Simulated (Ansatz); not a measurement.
Gas-phase electronic energies from Ansatz, PBE0-D4/def2-TZVP geometries. CCSD(T)/CBS adds triple-zeta CCSD(T) − MP2 to the extrapolated MP2 energy (def2 sets, frozen cores). This one scheme is used for every species. DFT in def2-TZVPP. One conformer a species, not always the lowest.

Consider the hydrogenolysis of a C–O bond: `CCCCC(=O)OCC(C)C` + H₂ → `CCCCC=O` + `CC(C)CO`.

Q: Is it downhill or uphill in electronic energy at CCSD(T)/CBS, and by how much? (An estimate is asked.)

A: Computed: Uphill: ΔE = +28.1 kJ/mol.

Q: What do these levels give: PBE-D4, r2SCAN-D4, ωB97X-V, ωB97M-V, PBE0, SCS-MP2/def2-TZVPP? (Best estimate.)

A: Computed: PBE-D4 34.2, r2SCAN-D4 40.7, ωB97X-V 34.5, ωB97M-V 32.1, PBE0 23.3, SCS-MP2/def2-TZVPP 28.7 kJ/mol.

Largest T1 diagnostic among the species: 0.012.

In def2-TZVPP, CCSD(T) changes the Hartree–Fock value by +15.2 kJ/mol (the triples alone add +6.3 kJ/mol) and MP2 by +20.0 kJ/mol. The D4 term adds +12.3 kJ/mol with B3LYP and +8.0 kJ/mol with PBE0; it sums over pairs of atoms, weighted by their polarisabilities, and B3LYP, whose exchange is more repulsive, gets the larger term.

B3LYP here is the variant with VWN-RPA as its local correlation; programs differ in this.
